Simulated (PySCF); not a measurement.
Task: Give a PBE0-D3(BJ)/def2-SVP geometry of `c1[cH-]ccc1SC`. (Charge -1.)

Result: 
Z-matrix in Å and degrees, rows numbered from 1:
```
C 
S   1  1.8238
C   2  1.7536  1  102.70
C   3  1.4189  2  125.91  1   -90.16
C   4  1.4034  3  107.59  2  -179.96
C   5  1.4185  4  108.33  3     0.08
C   6  1.4034  5  108.22  4     0.02
H   1  1.1012  2  110.66  3   -60.58
H   1  1.1036  2  108.48  3   179.66
H   1  1.1011  2  110.59  3    59.93
H   4  1.0930  3  125.09  2    -0.34
H   5  1.0946  4  125.88  3   179.52
H   6  1.0946  5  125.84  4   179.45
H   7  1.0930  3  125.06  2     0.32
```

The 5-membered ring C3–C4–C5–C6–C7 has internal angles of 107.6° to 108.3°; it is planar, 0.00 Å rms from its mean plane, widest ring torsion 0°. C5 (aromatic CH carbon) is planar (angles 125.9°, 125.8° and 108.3°, sum 360.0°, 0.00 Å off the plane of its three neighbours). C3 (substituted aromatic carbon) is planar (angles 125.9°, 125.9° and 108.2°, sum 360.0°, 0.00 Å off the plane of its three neighbours). S2 (sulfide sulfur) is bent (angle 102.7°).

Method: PySCF 2.14.0, PBE0-D3(BJ)/def2-SVP geometry optimisation, gas phase.

Point group: Cs (tolerance 0.08 Å). Whether it is a minimum is left open (no frequencies). Torsions: C1–S2–C3–C4 -90°.

One conformer stands for the species.
